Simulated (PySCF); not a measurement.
Compound: CH6O3Si2.
SMILES with atom numbers: `[O:1]=[CH:2][SiH2:3][O:4][SiH2:5][OH:6]` (hydrogens: H7 on C2; H8, H9 on Si3; H10, H11 on Si5; H12 on O6)

Method used: PBE0-D3(BJ)/def2-SVP geometry optimisation, gas phase (PySCF 2.14.0).

Entries marked ? are missing. Bonds in one row agree within 0.01 Å.

| coordinate | value |
| --- | --- |
| O1=C2 | 1.212 Å |
| C2–Si3 | ? |
| Si3–O4 | 1.640 Å |
| O4–Si5 | ? |
| Si5–O6 | ? |
| C2–H7 | 1.126 Å |
| Si3–H8, Si3–H9 | 1.492 Å |
| Si5–H10, Si5–H11 | 1.487 Å |
| O6–H12 | 0.973 Å |
| O1–C2–Si3 | ? |
| C2–Si3–O4 | ? |
| Si3–O4–Si5 | 142.2° |
| O4–Si5–O6 | ? |

Problem. Estimate the withheld lengths and angles.

Solution. 
- C2–Si3 = 1.934 Å, drawn single (carbonyl carbon to oxygen-bound silicon); 0.09 Å above the sum of covalent radii, 1.84 Å.
- O4–Si5 = 1.674 Å, drawn single (siloxane oxygen to oxygen-bound silicon); 0.10 Å below the sum of covalent radii, 1.77 Å.
- Si5–O6 = 1.646 Å, drawn single (oxygen-bound silicon to silanol oxygen); 0.12 Å below the sum of covalent radii, 1.77 Å.
- O1–C2–Si3 = 124.1°, at the carbonyl carbon; the outer atoms are 2.801 Å apart.
- C2–Si3–O4 = 110.1°, at the oxygen-bound silicon; the outer atoms are 2.934 Å apart.
- O4–Si5–O6 = 110.1°, at the oxygen-bound silicon; the outer atoms are 2.721 Å apart.

Radii are Cordero's, carbon taken as 0.76, 0.73 or 0.69 Å for four, three, and two or fewer neighbours.

Stationary, but not proved a minimum. One conformer, not necessarily the lowest (O1–C2–Si3–O4 -11°, C2–Si3–O4–Si5 19°, Si3–O4–Si5–O6 21°, O4–Si5–O6–H -52°).
